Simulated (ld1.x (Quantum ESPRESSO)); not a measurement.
**tungsten (W): ultrasoft pseudisation with PBE, scalar-relativistic reference atom.**

ld1.x (Quantum ESPRESSO) 7.5 input, shortened:

```
&input
   title='W', zed=74., rel=1, dft='PBE', iswitch=3,
   config='[Xe] 4f14 5d4 6s2 6p0'
 /
 &inputp
   pseudotype=3, tm=.true., lloc=-2, rcloc=1.65,
   nlcc=.true., new_core_ps=.true., rcore=1.75,
   which_augfun='PSQ', rmatch_augfun=1.65
 /
6
6S  1  0   2.00   0.00  2.25  2.45  0.0
6S  1  0   0.00   4.50  2.25  2.45  0.0
5P  2  1   6.00   0.00  1.65  1.85  0.0
6P  3  1   0.00   0.00  1.65  1.85  0.0
5D  3  2   4.00   0.00  1.55  1.85  0.0
5D  3  2   0.00   0.60  1.55  1.85  0.0
 &test
   configts(1)='5p6 5d4 6s2 6p0'
 /
```

- Cutoffs needed: 30 Ry and 45 Ry (the cutoffs (Ry, on a coarse ladder) from which the occupation-weighted sum of valence levels, in a spherical-Bessel basis at the reference potential, stays within 10 and 1 mRy of its value at 400 Ry)
- Ghost test: ghost state, extra bound levels that the all-electron valence spectrum of the same l lacks: s at -28.1 eV; a true bound ghost makes a file unfit for plane-wave use (spherical-Bessel basis up to 400 Ry, 20 bohr box)
- Configuration tests: test run stopped at test 3 of 7 (negative rho)
- Lowest eigenvalue of the overlap operator: 0.14 (p channel)
- Density cutoff estimated by the generator: 151 Ry
